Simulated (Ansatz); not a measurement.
Cl$_{3}$GeH, SMILES `[Cl][GeH]([Cl])[Cl]`, relaxed with RKS PBE0-D4/def2-TZVP in Ansatz 0.2.0 from a PBE-D4/def2-SVP geometry. The force threshold is 0.005 eV/Å; the program also tests the step.

Charge 0, multiplicity 1.

Start:

```xyz
5

Cl   -2.097   -0.116   -0.218
Ge    0.029   -0.030    0.136
Cl    1.000   -1.446   -1.170
Cl    0.728    1.950   -0.358
H     0.341   -0.358    1.609
```

(1) By how much does the energy fall, and how many steps does the optimiser take? (An estimate is asked.)

(2) Which bonds change most? (Estimate.)

(3) Give the relaxed structure. (Estimate.)

Answers

(1) Computed: 2.77 kJ/mol, in 2 steps.

(2) Ansatz gave: Ge2–Cl4 from 2.157 to 2.126 Å; Ge2–Cl3 from 2.157 to 2.126 Å; Cl1–Ge2 from 2.157 to 2.126 Å; Ge2–H5 from 1.540 to 1.525 Å.

(3) The calculation gave: 
```xyz
5

Cl   -2.067   -0.114   -0.217
Ge    0.029   -0.030    0.135
Cl    0.984   -1.424   -1.155
Cl    0.716    1.922   -0.355
H     0.337   -0.354    1.592
```
